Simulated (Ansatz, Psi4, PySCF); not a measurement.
C2H6OZn, triplet, at the geometry of the source list (a higher spin typed on purpose: for a closed-shell molecule this is an excited state). Base run: PySCF with BHANDHLYP/6-31G*.

Input for PySCF:
```python
from pyscf import gto, scf, dft

mol = gto.M(
    atom='''
Zn    1.018200    0.697800    0.890300
C     0.341100   -0.641100   -0.457400
C    -1.006800   -0.291500   -1.074500
H     0.248900   -1.576300    0.092500
H     1.063900   -0.805900   -1.250700
H    -0.955200    0.621200   -1.663600
H    -1.774500   -0.165800   -0.314200
H    -1.321200   -1.099200   -1.737900
O     0.921100    1.329300    2.507700
H     1.464500    1.931400    3.007900
''',
    basis='6-31g*',
    charge=0,
    spin=2,
    verbose=4,
)

mf = dft.UKS(mol)
mf.xc = 'bhandhlyp'
mf.kernel()
```

The same geometry, method and basis name were run in Ansatz (a first-principles code) and Psi4 and PySCF, at each program's defaults and at the settings that a row names. The base is PySCF at its defaults. Differences at the defaults can come from grids, fitting, cores and function types together.

```csv
code and settings,ΔE vs base (mEh),basis functions,E (Eh),SCF cycles,dipole (D)
"PySCF, defaults (exact integrals, its default grid, spherical functions)",0.000,88,-1933.81178,15,4.89
"Psi4, defaults (density fitting with its default set, its default grid, Cartesian functions)",-10.223,96,-1933.82200,16,4.89
"Ansatz, defaults (factorised integrals, its default grid, Cartesian functions)",-5.331,93,-1933.81711,-,-
"PySCF, density fitting with def2-universal-jkfit",0.039,88,-1933.81174,15,4.89
"PySCF, fine grid",0.000,88,-1933.81178,15,4.89
"Psi4, exact integrals, spherical functions, fine grid",0.001,88,-1933.81178,22,4.89
"Ansatz, high accuracy, Cartesian functions as the basis file defines them",-5.333,93,-1933.81711,-,-
```

Open shells are given as the SCF converged; they aren't shown to be the lowest states, and a large step between rows can be another state.
